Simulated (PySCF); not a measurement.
Computed IR spectrum (relative IR intensity) of a molecule C2H10N2Sn. The structure is a stationary point at r2SCAN-D4/def2-SVP. The def2 effective core potentials stand for the cores of Sn; spin–orbit coupling is left out. The values are those of a single conformer. Computed with r2SCAN-D4/def2-SVP (PySCF). Frequencies are harmonic and unscaled.

ν (cm⁻¹): 184 (w), 280 (vw), 306 (w), 422 (m), 481 (m), 525 (m), 532 (m), 611 (vs), 622 (w), 695 (s), 849 (m), 990 (m), 1237 (m), 1266 (w), 1440 (vw), 1449 (w), 1461 (w), 1478 (w), 1536 (w), 1860 (vs), 1882 (vs), 2912 (m), 2918 (vs), 2995 (s), 3002 (w), 3090 (w), 3111 (vw), 3514 (w), 3618 (w) (against the strongest line: vs over 80 %, s over 45 %, m over 15 %, w over 4 %, vw less)

**Question.** Which molecule gave these data?
A) C[CH2][SnH]([NH2])[NH2]
B) C[NH][SnH2][NH]C
C) C[N](C)[SnH2][NH2]

**Answer.** C, C[N](C)[SnH2][NH2]
